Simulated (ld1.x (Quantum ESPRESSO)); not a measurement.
## tin PAW: all-electron and pseudo phase curves

tin (Sn), PAW, made with ld1.x (Quantum ESPRESSO) 7.5 (LDA (PZ), fully relativistic). Core [Kr] 4d10, reference 5s2 5p2. Waves: 5s (bound): rcut 1.90, rcutus 2.25 bohr; 5s channel at 1.05 Ry: rcut 1.90, rcutus 2.25 bohr; 5p (bound): rcut 2.50, rcutus 2.70 bohr; 5p channel at 1.85 Ry: rcut 2.50, rcutus 2.70 bohr; 5d channel at 0.1 Ry: rcut 2.85, rcutus 3.20 bohr; 5d channel at 1.7 Ry: rcut 2.85, rcutus 3.20 bohr. Local part: all-electron potential smoothed inside 2.50 bohr (lloc = -1). Core correction: a·sin(br)/r model core inside 2.30 bohr. Augmentation charge: PSQ, inside the norm-conserving radii.

Open shells are filled in proportion to 2j + 1 (rel_dist='average').

The phase is arctan(r·u′/u) with u = r·R(r), unwrapped; energies in Ry, scanned from -3 to 5 Ry. A pole is an energy at which the radial function vanishes at the test radius. The pseudo phase is shifted by a multiple of π to meet the all-electron one at the reference energy, and phase errors are pseudo minus all-electron; the curves can meet again beyond the range given. Levels narrower than the energy grid can be missing from the lists of poles.

Problem. For each channel, where are the poles, and over which energies does the pseudopotential scatter like the atom?

Solution.

```tsv
channel	radius (bohr)	reference energy (Ry)	poles, all-electron	poles, pseudo	unbroken range about the reference energy with phases within 0.05 rad	phase error 1 Ry above the reference energy (rad)
s	3.51	-0.79	-0.49, 3.54	-0.49, 3.52	the whole range	-0.000
p1/2	3.51	-0.31	0.27, 4.39	0.27, 4.29	the whole range	-0.000
p3/2	3.51	-0.27	0.37, 4.56	0.36, 4.45	the whole range	-0.000
```

The ghost test of this file was not conclusive.

Phases in the p3/2 channel:

```tsv
E (Ry)	all-electron	pseudo
-3.00	1.393	1.393
-2.52	1.373	1.373
-2.04	1.344	1.344
-1.56	1.296	1.296
-1.08	1.194	1.194
-0.60	0.776	0.776
-0.12	-1.194	-1.194
0.36	-1.569	-1.569
0.84	-1.701	-1.702
1.32	-1.836	-1.836
1.80	-2.149	-2.149
2.28	-3.564	-3.567
2.76	-4.370	-4.372
3.24	-4.553	-4.556
3.72	-4.634	-4.638
4.20	-4.683	-4.690
4.68	-4.721	-4.733
```
